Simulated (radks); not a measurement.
Species: Sn4-. Configuration: [Xe].

All-electron calculation, scalar-relativistic Kohn-Sham, LDA (Slater exchange, Perdew-Wang correlation), spin-unpolarised, spherical densities, point nucleus; Watson sphere of charge +4 and radius 3.42 bohr. Program: a radial shooting solver on a logarithmic mesh with Libxc functionals.

Energy parts (hartree; the electron-nucleus part includes the sphere):
part                        energy
total                  -6232.92515
kinetic                 6443.52465
electron-nucleus      -15054.71288
Hartree                 2538.72807
exchange-correlation    -160.46500

Orbitals (lengths in bohr, moments of r in powers of bohr):
\begin{tabular}{lrrr}
orbital & occ. & eigenvalue (hartree) & <1/r> \\ \hline
1s & 2 & -1064.925 & 53.03 \\
2s & 2 & -160.7413 & 12.10 \\
2p & 6 & -144.3780 & 11.64 \\
3s & 2 & -30.94441 & 4.295 \\
3p & 6 & -25.59695 & 4.091 \\
3d & 10 & -17.33994 & 3.863 \\
4s & 2 & -4.84567 & 1.700 \\
4p & 6 & -3.22543 & 1.542 \\
4d & 10 & -0.89056 & 1.209 \\
5s & 2 & -0.42303 & 0.4961 \\
5p & 6 & -0.20674 & 0.3701 \\
\end{tabular}

The highest occupied level is 5p at -5.626 eV. The density falls to 0.001 e/bohr^3 at r = 5.53 bohr.
